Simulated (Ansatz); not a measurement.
Basis sets compared for AsSbSbSb tetrahedron (Sb₃As). The state is a singlet with charge 0. Geometry PBE-D4/def2-SVP. Ansatz on 4 threads of Arm Neoverse V2 on a shared host; times are rough, and most runs start from earlier orbitals.

| atom | x (Å) | y (Å) | z (Å) |
| --- | --- | --- | --- |
| As1 | 0.414 | 1.301 | 0.810 |
| Sb2 | 1.098 | -0.170 | -1.325 |
| Sb3 | 0.109 | -1.350 | 1.075 |
| Sb4 | -1.621 | 0.219 | -0.560 |

In the def2 sets Sb takes a core potential; there is no spin–orbit coupling.

Binding counts from free atoms (As quartet, Sb quartet) in the same basis, without a counterpoise term.

| level | functions | energy (Eh) | HOMO (eV) | LUMO (eV) | binding per atom (eV) | wall time |
| --- | --- | --- | --- | --- | --- | --- |
| PBE-D4/def2-SVP | 110 | -2956.1676 | -5.47 | -2.10 | 2.50 | 0.95 s |
| PBE0-D4/def2-SVP | 110 | -2956.2518 | -6.35 | -1.54 | 2.27 | 1.8 s |

(1) Estimate the rows for PBE-D4/def2-TZVP, PBE0-D4/def2-TZVP.

## Answers

(1) 
| level | functions | energy (Eh) | HOMO (eV) | LUMO (eV) | binding per atom (eV) | wall time |
| --- | --- | --- | --- | --- | --- | --- |
| PBE-D4/def2-TZVP | 198 | -2956.4692 | -5.50 | -2.17 | 2.56 | 1.8 s |
| PBE0-D4/def2-TZVP | 198 | -2956.5518 | -6.34 | -1.58 | 2.34 | 3.5 s |
